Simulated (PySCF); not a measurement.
Ligands exchanged one at a time, Al Br-OH. Gas-phase values, no solvent. One relaxed conformer stands for each flexible species; it need not be the lowest. Strings in code marks are SMILES.

Calculation: B3LYP-D3(BJ)/def2-TZVP // PBE0-D4/def2-TZVP run with PySCF 2.14.0. All candidates: neutral, multiplicity 1. B3LYP has the VWN-RPA correlation part, as in Gaussian. Delta-SCF ions had no search for a lower state. Excitations are Tamm–Dancoff values on a coarser integration grid. The basis has no diffuse functions, so Rydberg states are missing or too high.

```yaml
T1 excitation (TDA): 5.98 eV
HOMO–LUMO gap: 7.25 eV
vertical ionisation energy (Delta-SCF): 10.96 eV
```

Q: Name which member has these values.
(A) `[OH][Al]([OH])[OH]`
(B) `[Br][Al]([Br])[Br]`
(C) `[OH][Al]([Br])[Br]`
(D) `[OH][Al]([OH])[Br]` (H–O–Al–Br torsion 0°, Br–Al–O–H torsion -180°)

A: D, `[OH][Al]([OH])[Br]` (H–O–Al–Br torsion 0°, Br–Al–O–H torsion -180°). The others give `[OH][Al]([Br])[Br]`: 5.50 eV, 6.77 eV, 10.35 eV; `[Br][Al]([Br])[Br]`: 5.30 eV, 6.56 eV, 10.40 eV; `[OH][Al]([OH])[OH]`: 6.44 eV, 7.96 eV, 11.29 eV
